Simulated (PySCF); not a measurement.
C3H5BO2, SMILES C=CB(C=O)O. Geometry optimised at PBE-D3(BJ)/def2-SVP. This is a generated structure with no PubChem entry under its InChIKey; it may be hypothetical. Other conformers were not sampled.

Task: Give the equilibrium geometry at PBE-D3(BJ)/def2-SVP (PySCF confirms it by a frequency run) as a Z-matrix, and its point group. (An estimate is asked for; the answer gives what the named calculation found.)

Result: This is not unique; one that fits is point group Cs.
```
B
O 1 1.3570
H 2 0.9914 1 105.77
C 1 1.5539 2 122.76 3 180.00
C 4 1.3532 1 122.77 2 0.00
H 5 1.1037 4 122.75 1 180.00
H 5 1.1038 6 116.54 4 180.00
H 4 1.1062 5 117.87 6 0.00
C 1 1.6257 2 111.81 3 0.00
O 9 1.2301 1 117.39 2 0.00
H 9 1.1331 10 119.09 3 180.00
```
Charge 0, spin multiplicity 1.
